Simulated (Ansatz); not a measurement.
System: sum formula H$_{4}$BSiO (charge 0, doublet). It need not be the lowest isomer of its formula. 
Structure (B3LYP-D3(BJ)/def2-TZVP (Ansatz, a quantum-chemistry and plane-wave program) minimum search):
```xyz
7

O      1.7995    -0.4804     0.2395
B      0.8358     0.3859    -0.0750
Si    -1.1597     0.1237    -0.0975
H      2.7027    -0.1440     0.1831
H     -1.6638    -1.2240     0.2886
H     -1.6301     0.4243    -1.4721
H     -1.7482     1.1263     0.8242
```
Charge 0, spin multiplicity 2.

Quantity: atomisation energy (electronic, to ground-state atoms); the coupled-cluster value holds the core correlation from cc-pwCVTZ, in kcal/mol. Cores are frozen in the correlated levels unless marked. Open shells are spin-unrestricted. Spin-orbit coupling is left out. Non-relativistic. CBS marks a two-point X^-3 extrapolation of the correlation energy; Hartree-Fock from the larger set.

Level to compare with: CCSD(T)/CBS(cc-pV(T+d)Z,cc-pV(Q+d)Z) plus the core term (Ansatz), 536.4 kcal/mol. It is a level with limits of its own, and the differences hold the functionals' basis error too.

**Question.** Rank these functionals by how close they come to CCSD(T)/CBS(cc-pV(T+d)Z,cc-pV(Q+d)Z), closest first: r2SCAN/def2-TZVPD (Ansatz); BHLYP/def2-TZVPD (Ansatz); LC-wPBE/def2-TZVPD (Ansatz); SVWN5/def2-TZVPD (Ansatz).

**Answer.** LC-wPBE/def2-TZVPD (range-separated hybrid, 534.7 kcal/mol, difference -1.7), r2SCAN/def2-TZVPD (meta-GGA, 541.1 kcal/mol, difference 4.7), BHLYP/def2-TZVPD (global hybrid, 521.1 kcal/mol, difference -15.3), SVWN5/def2-TZVPD (LDA, 608.9 kcal/mol, difference 72.5)
